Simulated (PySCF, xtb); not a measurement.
C₂H₂F₃, SMILES C(F)[C](F)F, multiplicity 2. The values are those of a single conformer.

Harmonic wavenumbers (cm⁻¹) from GFN2-xTB run with xtb 6.7.1 at its own minimum, in rising order: 74, 171, 319, 435, 566, 830, 897, 924, 1164, 1248, 1273, 1302, 1387, 2965, 2975.

Task: What does B3LYP-D3(BJ)/def2-SVP in PySCF give at its own minimum? (Estimate from the structure and the level; the computed values follow.)

Result: 100, 203, 365, 530, 704, 852, 980, 1025, 1232, 1338, 1347, 1428, 1460, 3063, 3126. Paired by order, the mean absolute difference is 82 cm⁻¹ and the zero-point energies are 23.6 and 25.4 kcal/mol.
